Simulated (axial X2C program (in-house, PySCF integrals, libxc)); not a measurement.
The numbers below are computed, except where a source is named.
TiF: input and output of an EOM-EA-CCSD run

Program: an axial X2C code built on PySCF integrals.

Input and command:
```json
{"zs": [22, 9], "q": 0, "bas": ["dyall-acv3z", "dyall-av3z"], "r0": 2.0, "eom": "ea", "thr": -2.0, "nmax": 92, "grid": [1, 0.96, 1.045, 0.92, 1.09, 1.15]}
```
```bash
python soeom.py task.json out
```

Keys: zs atomic numbers; q charge; bas basis sets; r0 starting distance in Å; eom kind of EOM run; thr threshold in hartree for freezing inner shells (an s shell follows its p shell); nmax most natural virtual spinors; grid distances as factors.

Output at R = 1.776 Å (near the PBE0 minimum at charge 0 of the determinant lowest at the starting distance; the state shown can have its own minimum elsewhere), reference TiF⁺:

```
two-component X2C + atomic mean field  HF
basis functions 179  fitting functions 970  grid points 5076
iter        total energy     max residual
   1       -951.908039869     1.55e-01
   2       -951.935358937     1.56e-02
   3       -951.937603175     9.30e-03
   4       -951.938835803     1.70e-03
   5       -951.938918088     9.92e-04
   6       -951.938927819     2.16e-04
   7       -951.938928854     6.09e-05
   8       -951.938928907     1.68e-05
   9       -951.938928912     3.11e-06
  10       -951.938928913     9.49e-07
converged
one-electron -1419.33878598  Coulomb 460.02513719  exact exchange -51.42230945  xc functional 0.00000000  nuclear repulsion 58.99610797  atomic mean-field constant -0.19907865
correlated 18  virtual 298  natural virtual 92  E(MP2) -0.638596762  MP2 remainder -0.130436655
iter   CCSD correlation   residual
   1     -0.506852670   1.57e-01
   2     -0.517991243   1.01e-01
   3     -0.524681288   4.74e-02
   4     -0.526144378   3.00e-02
   5     -0.526546820   1.97e-02
   6     -0.526883646   1.30e-02
   7     -0.527164291   9.14e-03
   8     -0.527324936   6.34e-03
   9     -0.527497826   4.46e-03
  10     -0.527505564   2.78e-03
  11     -0.527550397   1.47e-03
  12     -0.527539875   8.84e-04
  13     -0.527548291   6.15e-04
  14     -0.527540681   4.42e-04
  15     -0.527541166   2.97e-04
  16     -0.527538142   1.81e-04
  17     -0.527537091   1.20e-04
  18     -0.527536495   8.70e-05
  19     -0.527535703   6.92e-05
  20     -0.527534259   5.62e-05
  21     -0.527533252   4.20e-05
  22     -0.527531611   2.91e-05
  23     -0.527531278   1.92e-05
  24     -0.527530853   1.37e-05
  25     -0.527530870   1.04e-05
(T) -0.015685537  T1 0.0285  D1 0.0508  max T2 0.085
EOM-EA-CCSD roots
2*Omega      energy/Eh   energy/eV  one-particle weight
    1      -0.24428050     -6.6472      0.970
    1      -0.17053424     -4.6405      0.897
    1      -0.16384719     -4.4585      0.934
    1      -0.14732559     -4.0089      0.045
    1      -0.13012941     -3.5410      0.020
    3      -0.17700556     -4.8166      0.916
    3      -0.16272100     -4.4279      0.000
    3      -0.13789115     -3.7522      0.023
    3      -0.13415482     -3.6505      0.907
    5      -0.16823538     -4.5779      0.001
    5      -0.14458089     -3.9342      0.000
    7      -0.15731618     -4.2808      0.000
```
T1 in the output is the amplitude norm over the root of the electron number; divide by √2 for the Lee–Taylor value.

Reference electrons by ω block (each with its −ω partner): 1/2: 11, 3/2: 3, 5/2: 1. Root energies count from the CCSD energy of the reference. Roots of positive energy are unbound. The reference need not be the lowest state of its species. All roots sought are printed; those with a small one-particle weight need a further excitation, are placed far too high, and may in truth lie low or lowest. Inner shells are frozen, and levels at this size can be off by some tenths of an eV.
